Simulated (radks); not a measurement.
The numbers below are computed, except where a source is named.
Valence configurations of In I (all share [Kr]). Code: a radial shooting solver on a logarithmic mesh with Libxc functionals. Model: scalar-relativistic Kohn-Sham, LDA (Slater exchange, Perdew-Wang correlation), spin-polarised, spherical densities, finite nucleus; open shells are filled with parallel spins first (spin-orbit coupling, left out, can overturn this in heavy ions); Fermi nuclear charge, rms radius 4.6156 fm. Order these by energy: 4d8 5p5; 4d9.5 5s1.5 5p2; 4d9 5s2 5p2; 4d8.5 5s1.5 5p3; 4d10 5s1 5p2; 4d9.5 5s0.5 5p3; 4d9 5s1 5p3; 4d10 5s2 5p1; 4d10 5p3; 4d8 5s2 5p3.

Answer. From the lowest, in eV above it: 4d10 5s2 5p1 0.000; 4d10 5s1 5p2 4.856; 4d9.5 5s1.5 5p2 10.922; 4d10 5p3 11.083; 4d9.5 5s0.5 5p3 16.571; 4d9 5s2 5p2 17.561; 4d9 5s1 5p3 22.554; 4d8.5 5s1.5 5p3 30.350; 4d8 5s2 5p3 38.734; 4d8 5p5 55.259. NIST lists [Kr] 4d10 5s2 5p1 as the ground configuration; this level of theory agrees among the configurations tried. The energies are those of spherical high-spin densities, not of single terms.
